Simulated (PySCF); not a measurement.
Several orderings of computed values.

Each SMILES stands for a single optimised conformer of the isolated species, non-relativistic unless stated; the electronic structure was computed with PySCF and density fitting.

Dipoles, sizes and rotational constants follow the conformer. The torsions of the flexible species, by atom-mapped SMILES:
- `[CH3:1][C:2](=[O:3])[O:4][SiH2:5][O:6][SiH3:7]`: C1–C2–O4–Si5 180°, C2–O4–Si5–O6 180°, O4–Si5–O6–Si7 180°
- `[CH:1]#[C:2][CH2:3][CH2:4][CH:5]=[C:6]=[C:7]=[CH2:8]`: C2–C3–C4–C5 -65°, C3–C4–C5–C6 -117°
- `[O:1]=[C:2]([F:3])[C:4]1([C:5]([F:6])([F:7])[F:8])[CH2:9][CH2:10]1`: O1–C2–C4–C5 180°, C2–C4–C5–F6 61°
- `[CH:1]#[C:2][C:3]#[C:4][CH2:5][CH2:6][CH:7]=[CH2:8]`: C4–C5–C6–C7 -179°, C5–C6–C7–C8 -118°
- `[CH3:1][CH2:2][O:3][CH:4]=[O:5]`: C1–C2–O3–C4 -85°, C2–O3–C4–O5 -1°
- `[CH3:1][CH:2]([CH3:3])[N:4]([CH3:5])[CH3:6]`: C1–C2–N4–C5 -75°

The conformers of `O=C1NCC[C@@H]1CF` aren't listed.

(1) Rank by HOMO–LUMO gap, highest first (PBE0/def2-SVPD at GFN2-xTB geometries).
A. `C#CCCC=C=C=C`
B. `C1COCO1`
C. `C#CC#CCCC=C`
D. `O=C1NCC[C@@H]1CF`
E. `O=C(F)C1(C(F)(F)F)CC1`
F. `CC(=O)O[SiH2]O[SiH3]`

(2) Rank by electronic spatial extent ⟨r²⟩ about the centre of nuclear charge, highest first (PBE0/def2-SVPD at GFN2-xTB geometries).
A. `C#CCCC=C=C=C`
B. `O=C(F)C1(C(F)(F)F)CC1`
C. `O([SiH2]O[SiH3])C(C)=O`
D. `CC(C)N(C)C`
E. `C1COCO1`
F. `CCOC=O`

(3) Rank by lowest triplet excitation (Tamm–Dancoff), highest first (TDA PBE0/def2-SVPD at GFN2-xTB geometries).
A. `CC(C)N(C)C`
B. `O=C(F)C1(C(F)(F)F)CC1`
C. `C#CCCC=C=C=C`
D. `C#CC#CCCC=C`
E. `CC(=O)O[SiH2]O[SiH3]`

(4) Rank by HOMO energy, lowest first (PBE0/def2-SVPD at GFN2-xTB geometries).
A. `O=C(C)O[SiH2]O[SiH3]`
B. `C1COCO1`
C. `O=C1NCC[C@@H]1CF`
D. `CC(C)N(C)C`
E. `C#CC#CCCC=C`

(5) Rank by dipole moment, lowest first (PBE0/def2-SVPD at GFN2-xTB geometries).
A. `[SiH3]O[SiH2]OC(=O)C`
B. `C1COCO1`
C. `C#CCCC=C=C=C`
D. `C#CC#CCCC=C`
E. `O=C(F)C1(C(F)(F)F)CC1`

(6) Give the two extremes of that set in atomic units.

(7) Rank by smallest rotational constant, highest first (GFN2-xTB).
A. `CCOC=O`
B. `CC1=NC(C#N)=C(C)N=N1`
C. `C#CC#CCCC=C`
D. `C1CC1(C(F)(F)F)C(F)=O`

(8) By how much do the two ends of that ranking differ?

Answers

(1) E (8.51 eV), B (8.40 eV), F (8.06 eV), D (7.86 eV), C (6.63 eV), A (5.36 eV).

(2) C (1689 bohr²), A (1537 bohr²), B (1196 bohr²), D (677 bohr²), F (425 bohr²), E (333 bohr²).

(3) B (5.58 eV), A (5.41 eV), E (5.30 eV), D (3.81 eV), C (2.70 eV).

(4) A (-8.19 eV), B (-7.71 eV), C (-7.49 eV), E (-7.15 eV), D (-5.92 eV).

(5) C (0.72 D), D (1.17 D), B (1.54 D), A (2.03 D), E (3.12 D).

(6) `C#CCCC=C=C=C`: 0.28 au; `O=C(F)C1(C(F)(F)F)CC1`: 1.23 au.

(7) A (3.200 GHz), D (0.964 GHz), B (0.784 GHz), C (0.601 GHz).

(8) By 2.599 GHz, between `CCOC=O` and `C#CC#CCCC=C`.
